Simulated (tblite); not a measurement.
Species: C₂H₈FOPSi₂.
Atom-mapped SMILES: `[F:1][Si@@H:2]1[CH2:3][CH2:4][Si@@H:5]([PH2:6])[O:7]1` (hydrogens: H8 on Si2; H9, H10 on C3; H11, H12 on C4; H13 on Si5; H14, H15 on P6)

Geometry (GFN2-xTB, Å), atoms numbered from 1 in this order:
```
atom  x, y, z in Å
F1    -2.2683   -1.2240    1.9208
Si2   -1.3195   -0.0249    1.4291
C3    -1.6643    0.3996   -0.3868
C4    -0.3081    0.5488   -1.0906
Si5    0.9175   -0.5968   -0.1718
P6     2.8917    0.3815    0.1632
O7     0.1749   -0.6456    1.2921
H8    -1.3098    0.9905    2.4550
H9    -2.2129   -0.4324   -0.8354
H10   -2.2751    1.2887   -0.5373
H11    0.0359    1.5822   -0.9975
H12   -0.3982    0.3459   -2.1568
H13    0.8875   -1.9779   -0.6659
H14    3.3459    0.1220   -1.1179
H15    3.4985   -0.7496    0.6780
```

All values are computed: GFN2-xTB (tblite) harmonic vibrations without scaling, gas phase. The method is semi-empirical: single wavenumbers can be off by several per cent or more. Modes of hydrogen on phosphorus and silicon can be 10 to 20 % off. One conformer, not necessarily the lowest.

Harmonic wavenumbers (cm⁻¹): 55.6, 86.1, 98.3, 122.4, 176.6, 199.6, 273.4, 327.6, 388.9, 511.4, 574.5, 587.7, 650.0, 656.0, 675.7, 693.2, 695.5, 721.6, 772.4, 790.7, 813.2, 850.0, 945.1, 1042.7, 1055.3, 1137.5, 1142.8, 1252.4, 1275.3, 1469.0, 1484.0, 2209.7, 2306.3, 2387.2, 2431.1, 2950.2, 2961.6, 2993.9, 3001.3.

A = 3103, B = 866.4, C = 754.7 MHz; mass 153.984 u (most abundant isotopes); point group C1, symmetry number 1.

Question: Zero-point energy?

Answer: Half the sum of the wavenumbers: 21383 cm⁻¹ = 255.79 kJ/mol.

Question: What is S at 500 K and 1 bar for an ideal gas of classical rigid rotors and harmonic oscillators?

Answer: Translation 182.42, rotation 129.67, vibration 197.10: S = 509.2 J/(mol K).

Question: And Cp and H(500 K) − H(0)?

Answer: Cp = 216.97 J/(mol K), of which vibrations give 183.71 (their classical limit is 39 R = 324.3); H(500 K) − H(0) = 66.85 kJ/mol without the zero-point energy, 50.22 from vibrations.

Question: What must be added to the electronic energy to get the Gibbs energy at 500 K and 1 bar?

Answer: ZPE + [H(500 K) − H(0)] − T·S = 255.79 + 66.85 − 254.60 = 68.04 kJ/mol.

Question: Blend soft modes into free rotors: weight 1/[1 + (100 cm⁻¹/ν̃)⁴] for the oscillator and the rest for a rotor with moment μB/(μ + B), μ = h/(8π²ν), B = 10⁻⁴⁴ kg m². What vibrational entropy results?

Answer: 183.42 J/(mol K) in place of 197.10, which changes −T·S at 500 K by +6.84 kJ/mol.

Question: Which modes carry the vibrational entropy at 500 K?

Answer: 55.6 cm⁻¹: 23.56; 86.1 cm⁻¹: 19.94; 98.3 cm⁻¹: 18.84; 122.4 cm⁻¹: 17.03; 176.6 cm⁻¹: 14.03; 199.6 cm⁻¹: 13.04 J/(mol K); the other 33 give 90.66 together.

Question: How do the functions run with temperature in this model?

Answer: 
```csv
T (K),S (J/(mol K)),Cp (J/(mol K)),H − H(0) (kJ/mol),G − H(0) (kJ/mol),ln q(vib)
50,247.0,55.3,2.07,-10.28,0.41
100,292.7,77.5,5.42,-23.84,1.58
298.15,412.5,157.0,28.59,-94.40,6.61
373.15,450.6,183.0,41.37,-126.79,8.50
750,606.2,260.7,127.03,-327.61,17.38
1000,685.2,288.2,195.89,-489.35,22.55
```

q(vib) and H(0) count from the zero-point level.

Hindered rotation and anharmonicity are outside this model. Other conformers, if any are populated, would add a mixing term that is left out. The structure is chiral; the term R ln 2 for an equal mix with its mirror image is left out.

The run took 0.62 s wall on Arm Neoverse V1, one thread, shared host with 32 logical CPUs at a one-minute load of 41. The figure is for the frequency step alone.
